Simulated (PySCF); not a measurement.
## Bonding in `ClC[SiH2][SiH2]c1ccccn1`

C6H10ClNSi2.
Atom-mapped SMILES: `[Cl:1][CH2:2][SiH2:3][SiH2:4][c:5]1[cH:6][cH:7][cH:8][cH:9][n:10]1` (hydrogens: H11, H12 on C2; H13, H14 on Si3; H15, H16 on Si4; H17 on C6; H18 on C7; H19 on C8; H20 on C9)

Geometry (GFN2-xTB, Å), atoms numbered from 1 in this order:
```xyz
20
C6H10ClNSi2 angstrom
Cl     3.985    2.068   -0.515
C      2.514    1.062   -0.601
Si     2.571   -0.290    0.754
Si     0.770   -1.726    0.540
C     -0.762   -0.679    0.153
C     -1.987   -1.181   -0.271
C     -3.034   -0.308   -0.509
C     -2.826    1.049   -0.314
C     -1.572    1.461    0.111
N     -0.573    0.627    0.335
H      2.481    0.653   -1.608
H      1.668    1.732   -0.473
H      2.662    0.411    2.038
H      3.852   -0.989    0.565
H      0.852   -2.750   -0.514
H      0.467   -2.484    1.764
H     -2.107   -2.245   -0.410
H     -3.996   -0.674   -0.842
H     -3.614    1.766   -0.485
H     -1.355    2.509    0.279
```

Bond orders from the PBE0/pcSseg-1 density (PySCF). One conformer (not necessarily the lowest) at the GFN2-xTB geometry, without solvent, vibrations or thermal averaging.

Task: How far do the computed orders between heavy atoms stray from the drawn ones?

Result: The largest departure is 0.153, at C2–Si3 (drawn single, 0.847) and Si4–C5 (drawn single, 0.849), counting aromatic bonds as 1.5. Drawn single, order below 0.88: C2–Si3 (0.847) and Si4–C5 (0.849). The bonds drawn aromatic range from 1.36 to 1.48.

Task: Give the Mayer order of every bond, beside its length.

Result: 
```csv
bond,drawn as,length (Å),Mayer order
Cl1–C2,single,1.784,0.955
C2–Si3,single,1.915,0.847
Si3–Si4,single,2.313,0.906
Si4–C5,single,1.896,0.849
C5–C6,aromatic,1.391,1.362
C6–C7,aromatic,1.384,1.439
C7–C8,aromatic,1.386,1.419
C8–C9,aromatic,1.387,1.399
C9–N10,aromatic,1.320,1.478
N10–C5,aromatic,1.332,1.410
C2–H11,single,1.088,0.940
C2–H12,single,1.086,0.928
Si3–H13,single,1.466,0.946
Si3–H14,single,1.471,0.937
Si4–H15,single,1.473,0.938
Si4–H16,single,1.471,0.938
C6–H17,single,1.080,0.965
C7–H18,single,1.081,0.972
C8–H19,single,1.079,0.965
C9–H20,single,1.083,0.969
```

By pair of heavy elements: C–Si: all 2 within 0.02 of one another (0.847 to 0.849). C–C: lowest C5–C6 (1.362, 1.391 Å), highest C6–C7 (1.439, 1.384 Å). C–N: lowest N10–C5 (1.410, 1.332 Å), highest C9–N10 (1.478, 1.320 Å).

Task: Sum the orders of all bonds at each heavy atom with more than one neighbour and set the sums beside the valence in the SMILES.

Result: C2 3.670 (drawn 4), Si3 3.636 (drawn 4), Si4 3.631 (drawn 4), C5 3.621 (drawn 4), C6 3.766 (drawn 4), C7 3.830 (drawn 4), C8 3.783 (drawn 4), C9 3.846 (drawn 4), N10 2.888 (drawn 3). Orders between atoms that aren't bonded are not in these sums.

For a closed shell the Mayer order of atoms A and B is Σ (PS)μν (PS)νμ over the basis functions μ on A and ν on B, with P the density and S the overlap matrix.

These values come from a run that also computed NMR shieldings. The run took 2.0 min (grids of density and orbitals included) on an Arm Neoverse N1 with one thread, no GPU (shared host), and the process peaked at 1.2 GiB of memory.
